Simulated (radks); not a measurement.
Values are calculated unless marked as measured or tabulated.
Charge is removed step by step from the 6s1/2 level of Tm+, starting from [Xe] 4f13 6s1. Level of theory: Dirac Kohn-Sham, PBE, spin-unpolarised, spherical densities, finite nucleus; open shells are shared between the two j in proportion to 2j + 1; Fermi nuclear charge, rms radius 5.2256 fm (a radial shooting solver on a logarithmic mesh with Libxc functionals).

removed (e)  E - E(0) (eV)  eigenvalue (eV)  E minus straight line (eV)
0                    0.000           -9.164                       0.000
0.125                1.190           -9.874                      -0.323
0.25                 2.469          -10.595                      -0.556
0.375                3.839          -11.329                      -0.698
0.5                  5.302          -12.075                      -0.748
0.625                6.858          -12.833                      -0.704
0.75                 8.510          -13.602                      -0.564
0.875               10.259          -14.365                      -0.328
1                   12.099          -15.061                       0.000

Removing the whole electron costs 12.099 eV by Delta-SCF, against 9.164 eV from minus the eigenvalue at the starting occupation. Slater's transition state (half an electron removed) gives 12.075 eV. Integrating minus the eigenvalue over the occupation (Janak's theorem) gives 12.099 eV. The mean slope of the eigenvalue, de/dn, is 5.90 eV per electron. Ionisation energy of Tm+ in the NIST Atomic Spectra Database: 12.07 eV (semi-empirical).

Beside tabulated values, note that spin-unpolarised runs miss the spin-polarisation part of the exchange energy of open shells.
